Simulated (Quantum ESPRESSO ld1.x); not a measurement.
Species: Nd4+. Configuration: [Xe] 4f2. Method: scalar-relativistic Kohn-Sham, HCTH/120, spin-unpolarised, spherical densities, point nucleus; computed with ld1.x of Quantum ESPRESSO 7.5.

Normalised radial functions P(r) = r R(r), r in bohr:

r              4p       5s       5p
0.001922   0.0064   0.0667   0.0026
0.002523   0.0102   0.0818   0.0042
0.003338   0.0165   0.0995   0.0067
0.004382   0.0262   0.1181   0.0107
0.005797   0.0421   0.1372   0.0172
0.00761    0.0660   0.1529   0.0270
0.01007    0.1033   0.1615   0.0422
0.01322    0.1563   0.1562   0.0639
0.01749    0.2322   0.1284   0.0949
0.02295    0.3272   0.0725   0.1336
0.03037    0.4379  -0.0171   0.1787
0.03986    0.5331  -0.1249   0.2171
0.05274    0.5676  -0.2248   0.2302
0.06923    0.4719  -0.2578   0.1894
0.0916     0.1830  -0.1691   0.0690
0.1202    -0.2596   0.0440  -0.1129
0.1591    -0.7041   0.2934  -0.2896
0.2088    -0.8247   0.3714  -0.3219
0.2763    -0.3846   0.1294  -0.1131
0.3626     0.4741  -0.3079   0.2491
0.4798     1.2652  -0.5582   0.4965
0.6298     1.4393  -0.2777   0.3390
0.8333     1.0191   0.4019  -0.2015
1.094      0.4771   0.9279  -0.7399
1.447      0.1369   0.9675  -0.9427
1.9        0.0237   0.6232  -0.7402
2.513      0.0019   0.2450  -0.3730
3.299      0.0001   0.0596  -0.1232
4.365      0.0000   0.0070  -0.0215

4p: eigenvalue -279.37 eV, 2 radial nodes at r = 0.103, 0.315 bohr, <r> = 0.638 bohr, 90 % of the charge inside 0.927 bohr. 5s: eigenvalue -83.565 eV, 4 radial nodes at r = 0.0290, 0.115, 0.301, 0.712 bohr, <r> = 1.39 bohr, 90 % of the charge inside 1.98 bohr. 5p: eigenvalue -62.990 eV, 3 radial nodes at r = 0.102, 0.302, 0.760 bohr, <r> = 1.57 bohr, 90 % of the charge inside 2.26 bohr.
